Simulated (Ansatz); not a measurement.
`C#C[Si](F)(F)F` + H₂S → `F[Si](F)(F)S` + `C#C`  (ligand exchange at the Si–C bond)

Gas-phase electronic energies from Ansatz, PBE0-D4/def2-TZVP geometries. CCSD(T)/CBS is the MP2 limit (def2-TZVPP, def2-QZVPP) plus CCSD(T) − MP2 in def2-TZVPP, frozen cores. This one scheme is used for every species. DFT in def2-TZVPP. HSE06 is defined as in plane-wave codes. Each species was taken in one conformer, which may not be the lowest.

Question: Is it downhill or uphill in electronic energy at CCSD(T)/CBS, and by how much? (An estimate is asked.)

Answer: The calculation gave: Downhill: ΔE = -15.3 kJ/mol.

Question: What do these levels give: ωB97M-V, HSE06, BHLYP, CCSD(T)/def2-SVP, MP2/def2-TZVPP, HF/def2-QZVPP? (Best estimate.)

Answer: Computed: ωB97M-V -18.4, HSE06 -18.6, BHLYP -12.8, CCSD(T)/def2-SVP -7.6, MP2/def2-TZVPP -13.4, HF/def2-QZVPP -9.5 kJ/mol.

Largest T1 diagnostic among the species: 0.013.

Leaving LDA and LC-ωPBE aside and taking each functional with its dispersion term where it has one, the values, not all of them listed here, spread over 6.5 kJ/mol, from PBE-D4 to B2PLYP. At CCSD(T), def2-SVP lies +7.6 kJ/mol from the extrapolated value and def2-TZVPP +3.5 kJ/mol.
